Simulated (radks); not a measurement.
Results of a calculation; reference values are marked as such.
Rh X, configuration [Kr]. Level of theory: scalar-relativistic Kohn-Sham, PBE, spin-unpolarised, spherical densities, point nucleus (a radial shooting solver on a logarithmic mesh with Libxc functionals).

Normalised radial functions P(r) = r R(r), r in bohr:

```
   r/bohr * 4p (the largest magnitude, 1.16, reaches the edge; | marks zero)
 0.001463                             *
 0.001921                             *
 0.002521                             *
 0.003283                             *
 0.004309                             *
 0.005656                             *
 0.007423                             |*
 0.009744                             |*
  0.01279                             |*
  0.01665                             | *
  0.02186                             |  *
  0.02869                             |    *
  0.03766                             |      *
  0.04943                             |        *
  0.06489                             |         *
  0.08449                             |        *
   0.1109                             |     *
   0.1456                             *
   0.1911                     *       |
   0.2508               *             |
   0.3292               *             |
   0.4321                         *   |
   0.5626                             |          *
   0.7385                             |                       *
   0.9694                             |                          *
    1.272                             |                  *
     1.67                             |        *
    2.192                             |  *
    2.854                             *
    3.747                             *
    4.918                             *
```

4p: eigenvalue -198.08 eV, 2 radial nodes at r = 0.147, 0.468 bohr, <r> = 0.981 bohr, 90 % of the charge inside 1.42 bohr.
